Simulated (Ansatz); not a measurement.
Species: [Cd(Br)2] (charge 0, multiplicity 1), formula Br₂Cd.

Problem. How many basis functions does frozen-core CCSD(T)/def2-TZVPP // PBE-D3(BJ)/def2-SVP in Ansatz (an electronic-structure program) use, how many core orbitals are frozen, and how many electrons are correlated?

Solution. 152 basis functions and 18 frozen orbitals, which leaves 54 correlated electrons. Core time is of the order of seconds.
